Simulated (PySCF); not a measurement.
# Reading the logs of faulty runs: BGeH4NSi

These are calculations, not measurements. The program is PySCF 2.14.0, an open-source quantum chemistry code, run on an isolated molecule that a program drew, which may never have been made. The molecule is BGeH4NSi (charge 0, singlet), drawn as the SMILES string `[BH2][Ge][SiH]=N`.

Each row is a Hartree-Fock (HF) and frozen-core CCSD(T) single point in the cc-pV(D+d)Z basis, meant for a local HF minimum. Run 1 is clean. Each other run has one planted mistake out of seven kinds, and not every kind appears here: one electron removed, one electron added, multiplicity raised by two, geometry at a saddle point, minimal basis STO-3G, one bond length entered in bohr, all coordinates scaled. The reference is restricted for singlets and unrestricted otherwise, and also for a bond in bohr. Adding or removing an electron swaps singlet and doublet. Electrons count all cores. HOMO and LUMO are orbital energies over both spins, the gradient is its largest component, and the lowest frequency (negative if imaginary) is given only where the gradient is small. Bond lengths are over the 7 bonds as drawn. T1 is the CCSD diagnostic: over 0.02 (restricted) or 0.045 (unrestricted) a single reference is doubtful. Germanium has the cc-pVDZ-PP basis, with a core potential (ECP10MDF) in place of its 10 inner electrons, and its 3s, 3p and 3d shells are frozen in CCSD(T).

Geometry of the clean run:
```xyz
8
BGeH4NSi, angstrom
B    -0.6848    0.7561    1.4684
Ge    0.9110    0.2589    0.2735
Si   -0.6779    0.0177   -1.5866
N    -1.5199   -1.2286   -2.0673
H    -1.2636   -0.0981    2.0833
H    -1.0316    1.8979    1.6061
H    -0.7579    1.2453   -2.4091
H    -1.5354   -2.1049   -1.5779
```

| run | electrons | basis functions | <S^2> | HOMO (eV) | LUMO (eV) | gradient (hartree/bohr) | lowest frequency (cm^-1) | mean bond (Å) | longest bond (Å) | T1 | HF (hartree) | CCSD(T) (hartree) | mistake |
|---|---|---|---|---|---|---|---|---|---|---|---|---|---|
| 1 | 62 | 94 | 0.000 | -8.86 | -0.23 | 1.2e-05 | 65 | 1.5683 | 2.458 | 0.0253 | -663.68898 | -664.17809 | no fault |
| 2 | 62 | 94 | 2.323 | -7.94 | -0.73 | 3.9e-02 | - | 1.5683 | 2.458 | 0.0514 | -663.66043 | -664.12899 | multiplicity raised by two |
| 3 | 63 | 94 | 0.764 | -1.87 | 5.89 | 3.3e-02 | - | 1.5683 | 2.458 | 0.0257 | -663.72660 | -664.22627 | ? |
| 4 | 61 | 94 | 0.927 | -14.25 | -5.49 | 5.9e-02 | - | 1.5683 | 2.458 | 0.0538 | -663.42531 | -663.87175 | ? |

**Which mistake was planted in run 3, and what did it cost?**

It counts 63 electrons, one more than the clean run, at the same geometry and basis. So the mistake is: one electron added. Subtracting run 1 and multiplying by 627.51 kcal/mol a hartree, the energy moved by -23.6 kcal/mol in HF and -30.2 kcal/mol in CCSD(T).

**Which mistake was planted in run 4, and what did it cost?**

It counts 61 electrons, one fewer than the clean run, at the same geometry and basis. So the mistake is: one electron removed. Subtracting run 1 and multiplying by 627.51 kcal/mol a hartree, the energy moved by 165.5 kcal/mol in HF and 192.2 kcal/mol in CCSD(T).

Cautions from the logs. Run 1: T1 is over the limit, so its CCSD(T) energy is less reliable; run 2: T1 is over the limit, so its CCSD(T) energy is less reliable; run 4: T1 is over the limit, so its CCSD(T) energy is less reliable.
